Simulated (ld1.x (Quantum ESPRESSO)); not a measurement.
## hafnium (Hf) TM: all-electron and pseudo phase curves

* Element: hafnium
* Generator: ld1.x (Quantum ESPRESSO) 7.5
* Type: norm-conserving Troullier–Martins (Kleinman–Bylander form)
* Functional: LDA (PZ)
* Relativity: scalar-relativistic
* Frozen core: [Xe] 4f14
* Valence charge: 4
* Reference configuration: 5d2 6s1.5 6p0.5
* Partial waves: 6s (bound): rc 2.75 bohr; 6p (bound): rc 3.40 bohr; 5d (bound): rc 3.05 bohr
* Local potential: the d channel
* Core correction: a·sin(br)/r model core, default radius (core density twice the valence density)

The phase is arctan(r·u′/u) with u = r·R(r), unwrapped; energies in Ry, scanned from -2 to 5 Ry. A pole is an energy at which the radial function vanishes at the test radius. The pseudo phase is shifted by a multiple of π to meet the all-electron one at the reference energy, and phase errors are pseudo minus all-electron; the curves can meet again beyond the range given. Levels narrower than the energy grid can be missing from the lists of poles. Where the grid stepped over a known ghost or core level, its pole and its step of π were put in at the level’s energy.

| channel | radius (bohr) | reference energy (Ry) | poles, all-electron | poles, pseudo | unbroken range about the reference energy with phases within 0.05 rad | phase error 1 Ry above the reference energy (rad) |
| --- | --- | --- | --- | --- | --- | --- |
| s | 3.69 | -0.42 | 0.28, 4.53 | -1.71, 0.28, 4.08 | -1.7 to 1.8 | +0.001 |
| p | 3.69 | -0.14 | 1.17 | 0.20, 1.32 | below 0.0 | -3.104 |
| d | 3.69 | -0.26 | -0.06, 2.85 | -0.06, 3.03 | below 0.8 | +0.039 |

Note: ghost state, extra bound levels that the all-electron valence spectrum of the same l lacks: s at -23.2 eV. A true bound ghost makes a file unfit for plane-wave use.

Phases in the p channel:

```
E (Ry)  all-electron  pseudo
 -2.00         1.361   1.355
 -1.52         1.319   1.313
 -1.04         1.244   1.237
 -0.56         1.055   1.047
 -0.08         0.053   0.050
  0.40        -1.260  -4.294
  0.88        -1.503  -4.608
  1.36        -1.607  -4.719
  1.84        -1.688  -4.796
  2.32        -1.796  -4.886
  2.80        -2.070  -5.074
  3.28        -3.566  -6.189
  3.76        -4.395  -7.503
  4.24        -4.561  -7.706
  4.72        -4.633  -7.785
```
